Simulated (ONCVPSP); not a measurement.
## What one change does to a pseudopotential (chlorine, ONCV)

ONCVPSP 4.0.1 input, shortened (lines: element, Z, core and valence counts, functional; n l f; lmax; l rc ep ncon nbas qcut; lloc lpopt rc5 dvloc0; l nproj debl; icmod fcfact rcfact), BLYP, scalar-relativistic:

```
  Cl 17.00    1    4  -106131      upf
    1    0    2.00
    2    0    2.00
    2    1    6.00
    3    0    2.00
    3    1    5.00
    1
    0    0.75    0.00    3    8   14.00
    1    0.65    0.00    4    7   18.00
    4    4    0.50    0.00
    0    2    3.60
    1    2    1.70
    0    0.00    0.00
```

Change: p: qcut 19.8.

Cutoffs: the cutoffs (Ha) at which the residual kinetic energy of the hardest occupied pseudo-wave falls to 1 and 0.1 mHa per electron; they do not see the model core or the augmentation charge, which bear on the density cutoff. Errors are all-electron minus pseudo energies relative to the spin-unpolarised reference configuration.

**Question.** What does the change do?

**Answer.** The potential gets neither clearly harder nor softer (161 Ha and 340 Ha → 174 Ha and 197 Ha); the errors of the 4 common tests hardly move; neither file shows a bound ghost.

| quantity | base | changed |
| --- | --- | --- |
| cutoff, loose | 161 Ha | 174 Ha |
| cutoff, tight | 340 Ha | 197 Ha |
| loose cutoff by channel | s 51 Ha, p 161 Ha | s 51 Ha, p 174 Ha |
| bound ghosts | none | none |
| GHOST(+) flags under 300 eV | none | none |
| error for 2s2 2p6 3s2 3p4, meV [ΔE 13.73 eV] | +1.5 | +1.4 |
| error for 2s2 2p6 3s2 3p3, meV [ΔE 39.03 eV] | +5.0 | +4.8 |
| error for 2s2 2p6 3s2 3p2, meV [ΔE 77.20 eV] | +13 | +13 |
| error for 2s1 2p6 3s2 3p5, meV [ΔE 269.29 eV] | -596 | -571 |
| s: phases at 0.76 bohr within 0.05 rad from the reference energy up to (Ha; the scan ends near 5) | to the end of the scan | to the end of the scan |
| p: phases at 0.66 bohr within 0.05 rad from the reference energy up to (Ha; the scan ends near 5) | to the end of the scan | to the end of the scan |
